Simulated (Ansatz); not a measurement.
Calculation: B3LYP-D3(BJ)/def2-TZVP run with Ansatz (an electronic-structure program). No frequencies were computed at this level.

Ansatz 0.2 input:
```yaml
crystal:
  periodic: [false, false, false]
  atoms:
    - { symbol: B, position_ang: [-1.826568, -0.167686, 0.032494] }
    - { symbol: N, position_ang: [-0.546578, -0.541205, 0.377145] }
    - { symbol: C, position_ang: [0.686011, -0.158087, -0.259097] }
    - { symbol: N, position_ang: [1.545996, 0.501821, 0.712709] }
    - { symbol: H, position_ang: [-1.986496, 0.522103, -0.901921] }
    - { symbol: H, position_ang: [-2.721262, -0.555503, 0.680084] }
    - { symbol: H, position_ang: [-0.367325, -1.114014, 1.189778] }
    - { symbol: H, position_ang: [0.4372, 0.466856, -1.132047] }
    - { symbol: H, position_ang: [1.226216, -1.0495, -0.611476] }
    - { symbol: H, position_ang: [1.111585, 1.361684, 1.032328] }
    - { symbol: H, position_ang: [2.441223, 0.733536, 0.29865] }
basis:
  gaussian: { orbitals: def2-tzvp }
hamiltonian:
  xc: b3lyp
  dispersion: d3bj
relax:
  max_steps: 150
```

Output:

```
Functional definition: B3LYP
967 factors; their error is unknown
mean field evaluation 1: about -4799.5647 eV, gradient 7.3e1 eV
mean field evaluation 2: about -4783.1271 eV, gradient 1.1e2 eV
mean field evaluation 4: about -4810.2259 eV, gradient 6.4e0 eV
mean field evaluation 8: about -4810.2940 eV, gradient 4.3e-1 eV
mean field evaluation 16: about -4810.2943 eV, gradient 1.1e-5 eV
mean field -4810.29427001 eV, -176.7750538885 hartree, gradient 1.1e-5 eV, S^2 0.000000; 0 other end points of the search recorded, 0 dependent functions left out
reference -4810.29452898 eV, -176.7750634052 hartree; 16, 16 occupied and 150, 150 virtual orbitals, 967 factors
relax step   1: F+E_penalty+E_count = -4810.59123301 eV  Δ(F+E_penalty+E_count) = +0.000e0 eV  max|allowed force component| = 4.271e-1 eV/Å  Δτ_max = 0.0000 Å  (29 SCF iters, accepted)
these checks for a lower state are left out or cut short: starts, cluster_reference, orbital_swaps, neighbouring_geometries, increment
967 factors; their error is unknown
mean field -4810.31482253 eV, -176.7758091794 hartree, gradient 1.0e-5 eV, S^2 0.000000; 0 other end points of the search recorded, 0 dependent functions left out
reference -4810.31508208 eV, -176.7758187179 hartree; 16, 16 occupied and 150, 150 virtual orbitals, 967 factors
relax step   2: F+E_penalty+E_count = -4810.61085219 eV  Δ(F+E_penalty+E_count) = -1.962e-2 eV  max|allowed force component| = 1.519e-1 eV/Å  Δτ_max = 0.0321 Å  (31 SCF iters, accepted)
these checks for a lower state are left out or cut short: starts, cluster_reference, orbital_swaps, neighbouring_geometries, increment
967 factors; their error is unknown
mean field -4810.31853110 eV, -176.7759454669 hartree, gradient 1.0e-5 eV, S^2 0.000000; 0 other end points of the search recorded, 0 dependent functions left out
reference -4810.31879102 eV, -176.7759550188 hartree; 16, 16 occupied and 150, 150 virtual orbitals, 967 factors
relax step   3: F+E_penalty+E_count = -4810.61398980 eV  Δ(F+E_penalty+E_count) = -3.138e-3 eV  max|allowed force component| = 1.465e-1 eV/Å  Δτ_max = 0.0406 Å  (31 SCF iters, accepted)
these checks for a lower state are left out or cut short: starts, cluster_reference, orbital_swaps, neighbouring_geometries, increment
967 factors; their error is unknown
mean field evaluation 32: about -4810.3121 eV, gradient 2.7e0 eV
mean field -4810.32159575 eV, -176.7760580907 hartree, gradient 1.0e-5 eV, S^2 0.000000; 0 other end points of the search recorded, 0 dependent functions left out
reference -4810.32185579 eV, -176.7760676470 hartree; 16, 16 occupied and 150, 150 virtual orbitals, 967 factors
relax step   4: F+E_penalty+E_count = -4810.61656848 eV  Δ(F+E_penalty+E_count) = -2.579e-3 eV  max|allowed force component| = 9.603e-2 eV/Å  Δτ_max = 0.0561 Å  (30 SCF iters, accepted)
these checks for a lower state are left out or cut short: starts, cluster_reference, orbital_swaps, neighbouring_geometries, increment
967 factors; their error is unknown
mean field -4810.32200426 eV, -176.7760731033 hartree, gradient 1.0e-5 eV, S^2 0.000000; 0 other end points of the search recorded, 0 dependent functions left out
reference -4810.32226415 eV, -176.7760826540 hartree; 16, 16 occupied and 150, 150 virtual orbitals, 967 factors
relax step   5: F+E_penalty+E_count = -4810.61708419 eV  Δ(F+E_penalty+E_count) = -5.157e-4 eV  max|allowed force component| = 3.741e-2 eV/Å  Δτ_max = 0.0055 Å  (32 SCF iters, accepted)
these checks for a lower state are left out or cut short: starts, cluster_reference, orbital_swaps, neighbouring_geometries, increment
967 factors; their error is unknown
mean field -4810.32206624 eV, -176.7760753808 hartree, gradient 1.0e-5 eV, S^2 0.000000; 0 other end points of the search recorded, 0 dependent functions left out
reference -4810.32232610 eV, -176.7760849306 hartree; 16, 16 occupied and 150, 150 virtual orbitals, 967 factors
relax step   6: F+E_penalty+E_count = -4810.61714642 eV  Δ(F+E_penalty+E_count) = -6.223e-5 eV  max|allowed force component| = 1.231e-2 eV/Å  Δτ_max = 0.0024 Å  (32 SCF iters, accepted)
these checks for a lower state are left out or cut short: starts, cluster_reference, orbital_swaps, neighbouring_geometries, increment
967 factors; their error is unknown
mean field -4810.32214597 eV, -176.7760783111 hartree, gradient 1.0e-5 eV, S^2 0.000000; 0 other end points of the search recorded, 0 dependent functions left out
reference -4810.32240582 eV, -176.7760878604 hartree; 16, 16 occupied and 150, 150 virtual orbitals, 967 factors
relax step   7: F+E_penalty+E_count = -4810.61718044 eV  Δ(F+E_penalty+E_count) = -3.402e-5 eV  max|allowed force component| = 4.836e-3 eV/Å  Δτ_max = 0.0051 Å  (32 SCF iters, accepted)
967 factors; their error is unknown
mean field evaluation 64: about -4810.3221 eV, gradient 5.8e-3 eV
mean field -4810.32214597 eV, -176.7760783111 hartree, gradient 1.0e-5 eV, S^2 0.000000; 1 other end points of the search recorded, 0 dependent functions left out
reference -4810.32240582 eV, -176.7760878604 hartree; 16, 16 occupied and 150, 150 virtual orbitals, 967 factors
Total energy: -4810.61744029 eV, -176.7869301770 hartree
Atom 0 at    -1.838496    -0.190285     0.029552 Å, force     0.004836    -0.002703     0.000192 eV/Å
Atom 1 at    -0.549365    -0.551097     0.388166 Å, force     0.002298     0.002300     0.000388 eV/Å
Atom 2 at     0.682673    -0.135077    -0.250786 Å, force    -0.004759    -0.000404     0.002400 eV/Å
Atom 3 at     1.546870     0.524299     0.717898 Å, force    -0.001113     0.002601    -0.001065 eV/Å
Atom 4 at    -1.996596     0.529640    -0.910013 Å, force    -0.002471     0.000891    -0.002893 eV/Å
Atom 5 at    -2.754847    -0.606472     0.668873 Å, force    -0.003810     0.000102     0.001073 eV/Å
Atom 6 at    -0.384432    -1.128104     1.201527 Å, force     0.001961     0.000675     0.000371 eV/Å
Atom 7 at     0.399380     0.481625    -1.110489 Å, force     0.002168     0.000702     0.000513 eV/Å
Atom 8 at     1.226978    -1.005581    -0.629498 Å, force     0.000311    -0.001618    -0.002788 eV/Å
Atom 9 at     1.183818     1.439071     0.960646 Å, force     0.000660    -0.000911     0.001455 eV/Å
Atom 10 at     2.484019     0.641987     0.352772 Å, force    -0.000080    -0.001633     0.000354 eV/Å
Dipole moment:     0.423269     0.078316    -0.083090 e Å
```

Cost: about 40 core-seconds (a rough figure).
